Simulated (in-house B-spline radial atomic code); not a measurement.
**OEP/ALDAx excitations of Si4+**

Method: OEP/ALDAx. Computed with an all-electron radial atomic-structure program (B-spline basis): linear response of the closed shell [He] 2s2 2p6 with the adiabatic LDA exchange kernel on the exchange-only optimised effective potential; scalar-relativistic (spin-free one-electron X2C), finite nucleus, no spin-orbit coupling, no double excitations, S, P, D and F terms only. Only terms of natural parity with L up to 3 were computed.

Command:
```bash
python run_td.py task.json out
```
Settings (radii: box in bohr, nucleus in fm):
```
Z                        14
electrons                10
configuration            [He] 2s2 2p6
hamiltonian              x2c
method                   oep
box_radius               19.1
rms_radius               3.1224
intervals                107
```

Time taken, with all properties: 0.8 s on 1 thread of Arm Neoverse N1, with other jobs on the host.

The lowest states, in the order of their Tamm-Dancoff energies; the method's threshold (minus the highest occupied level) is 168.55 eV. Labels give the largest channel, * marks a mixed state, and oscillator strengths are full-response dipole values. Semilocal kernels can invert the small singlet-triplet splittings of Rydberg terms. Energies in eV:

```csv
state,full response,Tamm-Dancoff,oscillator strength
2p → 3s 3P,104.07,104.08,-
2p → 3s 1P,105.22,105.24,0.222
2p → 3p 3S,?,?,-
2p → 3p 3D,114.12,114.13,-
2p → 3p 1D,114.98,114.98,-
2p → 3p 1S,119.96,120.44,-
2p → 3d 3P,126.16,126.17,-
2p → 3d 3F,126.53,126.54,-
2p → 3d 1F,127.06,127.06,-
2p → 3d 1P,128.82,128.92,1.15
2p → 4s 3P,?,?,-
2p → 4s 1P,138.03,138.03,0.0374
2p → 4p 3S,140.87,140.89,-
2p → 4p 3D,141.25,141.26,-
2p → 4p 1D,141.52,141.52,-
2p → 4p 1S,142.93,143.05,-
```

Question: Where does 2p → 4s 3P lie?

Answer: At 137.70 eV in full response, 137.70 eV in Tamm-Dancoff.

Question: Where does 2p → 3p 3S lie?

Answer: At 112.87 eV in full response, 112.92 eV in Tamm-Dancoff.

Question: How large is the singlet-triplet splitting of 2p → 3s (P terms) in Tamm-Dancoff?

Answer: 1.16 eV, from the unrounded values.

Question: What polarisabilities and dispersion coefficient does the method give?

Answer: Dipole 0.1636 bohr³, quadrupole 0.1032 bohr⁵, C6 0.1206 hartree·bohr⁶ for two such species.
